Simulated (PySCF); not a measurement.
Computed properties of CAuO, SMILES [O+]#[C-]->[Au+], charge +1, multiplicity 1

Au(CO) (CAuO), SMILES [O+]#[C-]->[Au+], charge +1, multiplicity 1. The structure is a stationary point at B3LYP-D3(BJ)/def2-TZVP. The spin state was assumed, not searched. The isomer is the one that the SMILES or the coordinates give; other isomers of the formula were not compared. The def2 effective core potentials stand for the cores of Au; spin–orbit coupling is left out. One conformer was computed; it need not be the lowest. All values are computed for the isolated molecule unless a solvent is named; none is compared with measurement here.

**Structure.** The optimised structure has C∞v symmetry. All 4 harmonic modes at B3LYP-D3(BJ)/def2-TZVP (PySCF) are real, so it is a minimum. With heavy atoms numbered as in [Au+:1]<-[C-:3]#[O+:2], the shortest bond between them is O2–C3 at 1.115 Å and the longest Au1–C3 at 1.952 Å.

**Vibrations.** The strongest infrared lines (harmonic, unscaled, degenerate partners summed) lie at 2306 cm⁻¹ (203 km/mol, C 59 %, O 41 %), 383 cm⁻¹ (14 km/mol, O 52 %, C 35 %, Au 12 %), 309 cm⁻¹ (1 km/mol, C 76 %, O 23 %). The softest mode is at 309 cm⁻¹ and the zero-point energy is 4.7 kcal/mol.

**Electronic structure.** PBE0/def2-TZVPD (PySCF) places the frontier levels at -15.54 and -9.53 eV, a gap of 6.01 eV and a mean polarisability of 29.4 bohr³. PBE/def2-TZVPD (PySCF) at the same geometry gives -14.23 and -10.72 eV, so its gap is 2.50 eV narrower. An orbital gap is neither the optical nor the fundamental gap.

**Excitations.** TDA-CAM-B3LYP/def2-TZVPD (PySCF) has S1 at 4.21 eV (295 nm, f = 0.011, weak); the most intense of the 10 singlets computed lies at 6.40 eV (f = 0.11). Strengths of degenerate partners are summed. T1 (TDA) is at 3.19 eV, 1.02 eV under S1. TDA-PBE/def2-TZVPD (PySCF) puts S1 at 4.11 eV. No vertical singlet excitation falls in the visible range (under 3.1 eV).
